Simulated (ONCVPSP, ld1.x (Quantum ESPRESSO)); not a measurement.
## Potentials for tin compared

Generated with ld1.x 7.5 (TM, RRKJ, ultrasoft, PAW), atompaw 4.2 or ONCVPSP 4.0.1. The cutoff is in Ry: for ld1.x and atompaw files where the sum of valence levels is converged to 10 mRy in a Bessel basis, for ONCV files where the hardest occupied wave has 1 mHa per electron of residual kinetic energy. The error is the largest all-electron minus pseudo excitation energy over each file’s own four to seven test configurations (ionisations up to +4, promotions, holes and added fractions of an electron), all of which were solved. The labels leave out finer settings (local radius, basis sizes, second energies), which also bear on the numbers. Spin-polarised tests are not counted. The rows are a selection from randomly drawn settings: files with unsolved tests, undetermined cutoffs or missed reference levels are left out.

A true bound ghost makes a file unfit for plane-wave use even where its test errors are small: the radial tests pick states by their node count and pass the ghost by.

```csv
potential,cutoff (Ry),largest error (meV),bound ghosts
"ONCV, PBE, scalar-relativistic, rc 1.65/2.60 (sp), local smoothed, core correction no, reference 5s1.75 5p2.25, qcut 3.2/3.2, projectors 1/2",73,+55,s
"ONCV, PW91, scalar-relativistic, rc 2.10/2.15 (sp), local smoothed, core correction yes, reference 5s2 5p0.5, qcut 3/3.7, projectors 2/2",31,+23,none
"ONCV, PBEsol, fully relativistic, rc 2.10/1.90/1.65 (spd), local smoothed, core correction no, reference 4d10 5s2 5p1.5, qcut 3.5/5.1/9.2, projectors 2/3/2",69,+5.0,"p3/2, p1/2"
"ONCV, LDA (Perdew-Wang 92), fully relativistic, rc 1.90/2.80 (sp), local smoothed, core correction yes, reference 5s2 5p2, qcut 4.2/3.3, projectors 3/2",41,-392,s
"ONCV, PBEsol, scalar-relativistic, rc 1.65/2.55 (sp), local smoothed, core correction no, reference 5s2 5p2, qcut 4/3.5, projectors 2/2",73,-36,s
```

Problem. Fill in the row for Sn: ONCV, PBE, scalar-relativistic, rc 1.35/1.40/1.05 (spd), local smoothed, core correction yes, reference 4s2 4p6 4d10 5s2 5p2, qcut 7/7.7/8.3, projectors 2/2/3.

Solution. cutoff 136 Ry, largest error -13 meV, bound ghosts: none.

Problem. Fill in the row for Sn: TM, LDA (PZ), scalar-relativistic, rc 1.85/2.35 (sp), local s, core correction yes, reference 5s2 5p1.

Solution. cutoff 21 Ry, largest error -226 meV, bound ghosts: d.
